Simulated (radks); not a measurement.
Pb+, configuration [Hg] 6p1. Calculated with a radial shooting solver on a logarithmic mesh with Libxc functionals: Dirac Kohn-Sham, exchange-only LDA, spin-unpolarised, spherical densities, finite nucleus; open shells fill j = l - 1/2 first; Fermi nuclear charge, rms radius 5.5012 fm. Some entries of the table are withheld. Estimate them.

| orbital | occ. | eigenvalue (eV) | r(max) (bohr) |
|---|---|---|---|
| 1s1/2 | 2 | -87852.73 | 0.009854 |
| 2s1/2 | 2 | -15706.78 | 0.05743 |
| 2p1/2 | 2 | -15095.66 | 0.04199 |
| 2p3/2 | 4 | -12908.79 | 0.04971 |
| 3s1/2 | 2 | -3773.653 | 0.1616 |
| 3p1/2 | 2 | -3495.477 | 0.1505 |
| 3p3/2 | 4 | -3007.690 | 0.1661 |
| 3d3/2 | 4 | -2545.880 | 0.1288 |
| 3d5/2 | 6 | -2441.978 | 0.1331 |
| 4s1/2 | 2 | -857.6240 | 0.3630 |
| 4p1/2 | 2 | -736.9528 | 0.3603 |
| 4p3/2 | 4 | -617.3072 | 0.3922 |
| 4d3/2 | 4 | (1) | 0.3832 |
| 4d5/2 | 6 | (2) | 0.3929 |
| 5s1/2 | 2 | -149.4741 | 0.7894 |
| 4f5/2 | 6 | (3) | 0.3471 |
| 4f7/2 | 8 | (4) | 0.3516 |
| 5p1/2 | 2 | -108.0929 | 0.8271 |
| 5p3/2 | 4 | -85.5390 | 0.9049 |
| 5d3/2 | 4 | -28.5347 | 1.055 |
| 5d5/2 | 6 | -25.9392 | 1.089 |
| 6s1/2 | 2 | -17.9118 | 1.956 |
| 6p1/2 | 1 | -10.1301 | 2.336 |
| 6p3/2 | 0 | -8.3514 | 2.643 |
| 7s1/2 | 0 | (5) | 5.454 |
| 7p1/2 | 0 | -2.4298 | 7.153 |
| 6d3/2 | 0 | -2.3349 | 5.119 |
| 6d5/2 | 0 | -2.2772 | 5.282 |
| 7p3/2 | 0 | -2.1954 | 7.938 |
| 5f5/2 | 0 | -0.8960 | 14.25 |
| 5f7/2 | 0 | -0.8959 | 14.25 |

Answer. 
(1) 4d3/2 eigenvalue (eV): -419.6016
(2) 4d5/2 eigenvalue (eV): -397.2675
(3) 4f5/2 eigenvalue (eV): -141.0377
(4) 4f7/2 eigenvalue (eV): -136.0056
(5) 7s1/2 eigenvalue (eV): -3.7898
